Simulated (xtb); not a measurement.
C3H4N2, triplet, from a rough starting geometry (a higher spin typed on purpose: for a closed-shell molecule this is an excited state); GFN2-xTB in xtb 6.7.1.

Here is a job for xtb.
```
$ xtb mol.xyz --gfn 2 --uhf 2 --opt vtight --json

# file mol.xyz
9

C     -0.73470269    -0.93593912     0.12905800
C     -0.87132938     0.40957964    -0.24509360
N      0.44026094     0.91238876    -0.11827239
C      1.16912911    -0.16899133     0.18055961
N      0.48198183    -1.21674278     0.30512278
H     -1.60910213    -1.65731919     0.11859762
H     -1.72179441     1.03685530    -0.45682331
H      0.70757186     1.87884845    -0.35567114
H      2.15912679    -0.10124321     0.31366922
```

It wrote (shortened):

```
   ID    Z sym.   atoms
    1    6 C      1, 2, 4
    2    7 N      3, 5
    3    1 H      6-9

           -------------------------------------------------
          |                Calculation Setup                |
           -------------------------------------------------

           -------------------------------------------------
          |                 G F N 2 - x T B                 |
           -------------------------------------------------

          ...................................................
          :                      SETUP                      :
          :.................................................:
          :  # basis functions                  24          :
          :  # atomic orbitals                  24          :
          :  # shells                           14          :
          :  # electrons                        26          :
          :  max. iterations                   250          :
          :  Hamiltonian                  GFN2-xTB          :
          :  restarted?                      false          :
          :  GBSA solvation                  false          :
          :  PC potential                    false          :
          :  electronic temp.          300.0000000     K    :
          :  accuracy                    1.0000000          :
          :  -> integral cutoff          0.2500000E+02      :
          :  -> integral neglect         0.1000000E-07      :
          :  -> SCF convergence          0.1000000E-05 Eh   :
          :  -> wf. convergence          0.1000000E-03 e    :
          :  Broyden damping             0.4000000          :
          :  net charge                          0          :
          :  unpaired electrons                  2          :
          ...................................................

 iter      E             dE          RMSdq      gap      omega  full diag
   1    -14.1872660 -0.141873E+02  0.446E+00    1.43       0.0  T
   2    -14.1337473  0.535187E-01  0.601E+00    1.12       1.0  T
   3    -14.3190787 -0.185331E+00  0.317E+00    1.03       1.0  T
   4    -14.3144620  0.461672E-02  0.283E+00    1.14       1.0  T
   5    -14.2918221  0.226399E-01  0.244E+00    1.26       1.0  T
   6    -14.3330813 -0.412592E-01  0.103E+00    1.17       1.0  T
   7    -14.3370653 -0.398400E-02  0.529E-01    1.25       1.0  T
   8    -14.3385211 -0.145584E-02  0.121E-01    1.29       1.0  T
   9    -14.3378280  0.693107E-03  0.351E-01    1.25       1.0  T
[...]
 * total energy  :   -14.1396366 Eh     change       -0.8309210E-04 Eh
 * total energy  :   -14.1400505 Eh     change       -0.4138842E-03 Eh
 * total energy  :   -14.1402430 Eh     change       -0.1924886E-03 Eh
 * total energy  :   -14.1404100 Eh     change       -0.1670658E-03 Eh
 * total energy  :   -14.1405678 Eh     change       -0.1578316E-03 Eh
 * total energy  :   -14.1406245 Eh     change       -0.5667740E-04 Eh
 * total energy  :   -14.1406470 Eh     change       -0.2249218E-04 Eh
 * total energy  :   -14.1406585 Eh     change       -0.1145064E-04 Eh
 * total energy  :   -14.1406621 Eh     change       -0.3656633E-05 Eh
 * total energy  :   -14.1406631 Eh     change       -0.9800731E-06 Eh
 * total energy  :   -14.1406633 Eh     change       -0.1952869E-06 Eh
 * total energy  :   -14.1406633 Eh     change       -0.1366118E-07 Eh
   *** GEOMETRY OPTIMIZATION CONVERGED AFTER 30 ITERATIONS ***
         :: total energy             -14.140663315582 Eh    ::
[...]
     3   7 N        2.727    -0.157    24.383     7.334
     4   6 C        3.052     0.048    26.867     8.501
     5   7 N        1.873    -0.226    26.775     7.670
     6   1 H        0.926     0.046     2.366     2.405
     7   1 H        0.926     0.039     2.468     2.457
     8   1 H        0.860     0.153     1.379     1.839
     9   1 H        0.925     0.032     2.564     2.504

 Mol. C6AA /au·bohr⁶  :        997.750043
 Mol. C8AA /au·bohr⁸  :      23052.630278
 Mol. α(0) /au        :         49.839484

Wiberg/Mayer (AO) data.
largest (>0.10) Wiberg bond orders for each atom

 ---------------------------------------------------------------------------
     #   Z sym  total        # sym  WBO       # sym  WBO       # sym  WBO
 ---------------------------------------------------------------------------
     1   6 C    3.956 --     5 N    1.588     2 C    1.260     6 H    0.965
     2   6 C    3.757 --     1 C    1.260     3 N    1.258     7 H    0.970
                             5 N    0.184
     3   7 N    3.350 --     2 C    1.258     4 C    1.010     8 H    0.946
     4   6 C    3.349 --     5 N    1.213     3 N    1.010     9 H    0.948
     5   7 N    3.100 --     1 C    1.588     4 C    1.213     2 C    0.184
     6   1 H    0.998 --     1 C    0.965
     7   1 H    0.999 --     2 C    0.970
     8   1 H    0.976 --     3 N    0.946
     9   1 H    0.998 --     4 C    0.948
 ---------------------------------------------------------------------------

Topologies differ in total number of bonds
Writing topology from bond orders to xtbtopo.mol

molecular dipole:
                 x           y           z       tot (Debye)
 q only:       -0.189       0.547      -0.390
   full:       -0.297       0.891      -0.872       3.257
molecular quadrupole (traceless):
                xx          xy          yy          xz          yz          zz
 q only:        1.372       1.859       0.001      -0.276       0.008      -1.372
  q+dip:        2.716       2.860      -0.342      -1.322      -0.415      -2.374
   full:        2.496       2.847      -0.819      -1.516      -0.035      -1.677

optimized geometry written to: xtbopt.xyz

           -------------------------------------------------
          | TOTAL ENERGY              -14.140663315582 Eh   |
          | GRADIENT NORM               0.000027234547 Eh/α |
          | HOMO-LUMO GAP               2.044557372758 eV   |
           -------------------------------------------------
```
